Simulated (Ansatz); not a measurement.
`[OH][SnH]([Cl])[Br]` + H–F → `[F][SnH]([Cl])[Br]` + H₂O at 298.15 K and 1 bar (ligand exchange at the Sn–O bond).

Program: Ansatz. Geometries: PBE0-D4/def2-TZVP. ΔE: electronic, gas phase. CBS: MP2 limit from def2 TZ/QZ plus the TZ coupled-cluster correction, frozen cores. This one scheme is used for every species. Elements past krypton have def2 core potentials. For Br, Sn outer-core shells are correlated without core-valence functions, which leaves a few kJ/mol of doubt a bond. Scalar relativity is left out up to krypton. One conformer a species, not always the lowest.

```tsv
species	CCSD(T)/CBS energy (Eh)	H − E (kJ/mol)	S (J/(mol·K))
`[OH][SnH]([Cl])[Br]`	-3323.61080	78.6	367.1
H–F	-100.39570	33.5	173.6
`[F][SnH]([Cl])[Br]`	-3347.63611	47.3	355.3
H₂O	-76.37941	66.4	188.7
```

H − E and S are ideal-gas, rigid-rotor, harmonic terms from PBE0-D4/def2-TZVP, for one conformer and one mirror image of each species. 1 Eh = 2625.50 kJ/mol, R = 8.31446 J/(mol·K).

Question: By hand: ΔE, ΔH, ΔS and ΔG.

Answer: ΔE = (-3347.63611) + (-76.37941) − (-3323.61080) − (-100.39570) = -0.00902 Eh = -23.7 kJ/mol. Δ(H − E) = 47.3 + 66.4 − 78.6 − 33.5 = 1.6, so ΔH = -22.1 kJ/mol. ΔS = 355.3 + 188.7 − 367.1 − 173.6 = 3.3 J/(mol·K). ΔG = -22.1 − 298.15 × (3.3)/1000 = -23.1 kJ/mol.

Question: By hand: the equilibrium constant, and the temperature at which ΔG would vanish if ΔH and ΔS stayed fixed.

Answer: log₁₀ K = −ΔG/(RT ln 10) = 4.0. ΔH and −TΔS have one sign here, so there is no such temperature.

The number of gas molecules stays the same, so ΔS is small and ΔH decides. A doubt of 5 kJ/mol in ΔE shifts log₁₀ K by 0.9 here. Other conformers and mirror images would add mixing entropy, several J/(mol·K) or more a flexible species. These are equilibria of isolated gas molecules and say nothing of rates. Largest T1 diagnostic: 0.011 (customary marks: 0.02 for closed shells, 0.045 for open ones).

ΔS is within the doubt of such terms, so its sign, and with it that verdict, could turn.
